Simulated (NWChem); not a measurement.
## Polarisability of silicon monosulfide (SSi)

```xyz
2

Si     0.0000     0.0000     1.0345
S      0.0000     0.0000    -0.9052
```
Charge 0, spin multiplicity 1.

Everything below was run with NWChem. All single points use one geometry, from PBE0/def2-SVP, a minimum by its harmonic frequencies.

Basis set: Sadlej pVTZ. Static limit.

B3LYP has NWChem's definition, with VWN1-RPA local correlation.

Question: Order these methods by the isotropic polarisability they give, lowest first: HF, PBE, B3LYP.

Answer: HF (48.72 bohr³), B3LYP (50.08 bohr³), PBE (50.59 bohr³)
